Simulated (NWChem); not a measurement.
System meant: SnHCl₃; SMILES [Cl][SnH]([Cl])[Cl]

The following NWChem deck was run.

```
start job
memory heap 200 mb stack 900 mb global 1100 mb
geometry units angstroms noautoz
  Sn     0.000000     0.000000     0.412647
  Cl    -2.078473    -0.620480    -0.434039
  Cl     0.501885     2.110251    -0.434039
  Cl     1.576588    -1.489771    -0.434039
  H      0.000000     0.000000     2.110819
end
basis spherical
  Sn library def2-svp
  Cl library def2-svp
  H library def2-svp
end
dft
  xc pbe0
  iterations 150
  mulliken
end
task dft energy
```

End of the output:

```
             Grid Information
             ----------------
          Grid used for XC integration:  medium
          Radial quadrature: Mura-Knowles
          Angular quadrature: Lebedev.
          Tag              B.-S. Rad. Rad. Pts. Rad. Cut. Ang. Pts.
          ---              ---------- --------- --------- ---------
          Sn                  1.45      123           8.0       590
          Cl                  1.00       88          10.0       590
          H                   0.35       45           9.0       434
          Grid pruning is: on
          Number of quadrature shells:   256
          Spatial weights used:  Erf1

          Convergence Information
          -----------------------
          Convergence aids based upon iterative change in
          total energy or number of iterations.
          Levelshifting, if invoked, occurs when the
          HOMO/LUMO gap drops below (HL_TOL):  1.00D-02
          DIIS, if invoked, will attempt to extrapolate
          using up to (NFOCK): 10 stored Fock matrices.

                    Damping( 0%)  Levelshifting(0.5)       DIIS
                  --------------- ------------------- ---------------
          dE  on:    start            ASAP                start
          dE off:    2 iters        150 iters           150 iters

      Screening Tolerance Information
      -------------------------------
          Density screening/tol_rho:  1.00D-10
          AO Gaussian exp screening on grid/accAOfunc:  14
          CD Gaussian exp screening on grid/accCDfunc:  20
          XC Gaussian exp screening on grid/accXCfunc:  20
          Schwarz screening/accCoul:  1.00D-08

      Superposition of Atomic Density Guess
      -------------------------------------

      charge =      50.0 Sn (Tin)

      symmetry species            s     p     d     f
      number of basis functions =10     7     6
      number of cont. functions = 4     4     2
      number of closed shells   = 5     3     2
      number of open shells     = 0     1     0
      open shell occupation     = 0     2     0
 ------------------------------------------------------------------------
 atomscf:atomd: error in atom scf                   0
 ------------------------------------------------------------------------
 ------------------------------------------------------------------------
  current input line :
    20: task dft energy
 ------------------------------------------------------------------------
 ------------------------------------------------------------------------
 This error has not yet been assigned to a category
 ------------------------------------------------------------------------
 For more information see the NWChem manual at https://nwchemgit.github.io

0:atomscf:atomd: error in atom scf:Received an Error in Communication
```

Question: Can this run be used? If not, why, and what is the fix?

Answer: The program stopped with an error. Cause: the def2 basis of a heavy element holds valence functions alone and wants its effective core potential (without it all electrons must fit into that basis). This input runs:
```
start job
memory heap 200 mb stack 900 mb global 1100 mb
geometry units angstroms noautoz
  Sn     0.000000     0.000000     0.412647
  Cl    -2.078473    -0.620480    -0.434039
  Cl     0.501885     2.110251    -0.434039
  Cl     1.576588    -1.489771    -0.434039
  H      0.000000     0.000000     2.110819
end
basis spherical
  * library def2-svp
end
ecp
  Sn library def2-ecp
end
dft
  xc pbe0
  iterations 150
  mulliken
end
task dft energy
```
It converges to -1594.73860 Ha (PBE0/def2-SVP with def2 effective core potentials on Sn).
